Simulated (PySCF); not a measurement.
trans-butane (C₄H₁₀), singlet, geometry from GFN2-xTB. Base run: DF-M06L/def2-SVP (PySCF).

Input for PySCF:
```python
from pyscf import gto, scf, dft

mol = gto.M(
    atom='''
C     0.699727    1.812145   -0.011762
C     0.706754    0.288539    0.002899
C    -0.706754   -0.288539   -0.002899
C    -0.699727   -1.812145    0.011762
H     1.715451    2.200964   -0.007348
H    -1.715451   -2.200964    0.007348
H     0.180119    2.199633    0.862117
H     0.194253    2.182731   -0.901124
H    -0.194253   -2.182731    0.901124
H    -0.180119   -2.199633   -0.862117
H     1.249124   -0.080315   -0.870905
H     1.234992   -0.063414    0.892195
H    -1.234992    0.063414   -0.892195
H    -1.249124    0.080315    0.870905
''',
    basis='def2-svp',
    charge=0,
    spin=0,
    verbose=4,
)

mf = dft.RKS(mol)
mf.xc = 'm06l'
mf = mf.density_fit(auxbasis='def2-universal-jkfit')
mf.kernel()
```

The base run was repeated with changes; each row names its change, and settings that it needs were set with it.

```tsv
change	ΔE vs base (mEh)	grid points	electrons on the grid
base	0.000	154552	33.99992
grids.atom_grid = (50, 194)	-0.131	92792	34.00053
grids.prune = dft.gen_grid.sg1_prune	-0.241	68440	34.00064
grids.radi_method = delley	0.001	167944	33.99992
grids.radi_method = mura_knowles	-0.008	148072	33.99992
grids.level = 0	14.025	10544	33.98861
grids.becke_scheme = stratmann	-0.006	154552	33.99993
grids.level = 7	-0.090	847680	34.00000
small_rho_cutoff = 0	0.000	154552	33.99992
grids.level = 5	-0.093	407312	34.00000
grids.atom_grid = (75, 302)	-0.001	204856	33.99992
```
